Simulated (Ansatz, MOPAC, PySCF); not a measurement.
Noncovalent pair: N2 (SMILES N#N) (first 2 atoms) with H4OSi (SMILES O[SiH3]); geometry from B3LYP-D3(BJ)/def2-TZVP, rigid monomers moved along the line of their centres of mass till N2···H5 is 2.03 Å.
(charge 0, multiplicity 1):
```xyz
8

N      0.1531    -0.6464    -1.1456
N      0.3604    -0.4633    -0.0912
O      0.8997     0.0441     2.7931
Si    -0.4942     0.1579     3.6675
H      0.8325    -0.1210     1.8486
H     -1.3544     1.2701     3.1898
H     -0.0846     0.4094     5.0633
H     -1.2916    -1.0928     3.5974
```

Monomers are frozen at their geometry in the pair; levels with a basis set take the counterpoise correction. Rows marked so take none.

Rows in 6-31G* carry no dispersion term and start afresh at each structure (6-31G* with six Cartesian d functions). The state that PM3 reach isn't checked.

Run with Ansatz (Gaussian basis) for Hartree–Fock, density functionals and correlated methods; MOPAC for PM3 (differences of heats of formation); PySCF for 6-31G* rows. Each number belongs to the level named beside it.

Question: Estimate the interaction energy that PM3 returns for this input.

Answer: 71 meV

Question: What is the computed interaction energy (HF/6-31G* (no counterpoise))?

Answer: 14 meV

Question: Give the interaction energy at the level PBE0/def2-TZVPPD.

Answer: -31 meV

Ansatz is an electronic-structure program.
